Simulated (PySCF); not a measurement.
Si(CF3)(F)3 (CF₆Si), SMILES FC(F)(F)[Si](F)(F)F. Atoms are numbered in the order given.

```xyz
8

F      1.0865     0.6273     1.5590
C      0.0000     0.0000     1.0786
F     -1.0865     0.6273     1.5590
F      0.0000    -1.2546     1.5590
Si     0.0000     0.0000    -0.8321
F      0.0000     1.5044    -1.3673
F      1.3029    -0.7522    -1.3673
F     -1.3029    -0.7522    -1.3673
```

Geometry optimised at B3LYP-D3(BJ)/def2-SVP.

The numbers are results of PBE/def2-TZVP (PySCF), not measurements.

Isolated molecule, no solvent.

```
Property                                                                                                        Value
---------------------------------------------------------------------------------------------  ----------------------
total energy                                                                                       -926.41353 hartree
point group                                                                                                       C3v
highest occupied level                                                                                       -8.95 eV
lowest empty level                                                                                           -0.59 eV
orbital gap                                                                                                   8.36 eV
dipole moment                                                                                                  0.16 D
quadrupole, principal values (traceless, Buckingham form, about the centre of nuclear charge)  -0.04, -0.04, 0.07 D·Å
mean static polarisability                                                                       36.8 bohr³ (5.46 Å³)
polarisability, principal values                                                               35.9, 35.9, 38.8 bohr³
```
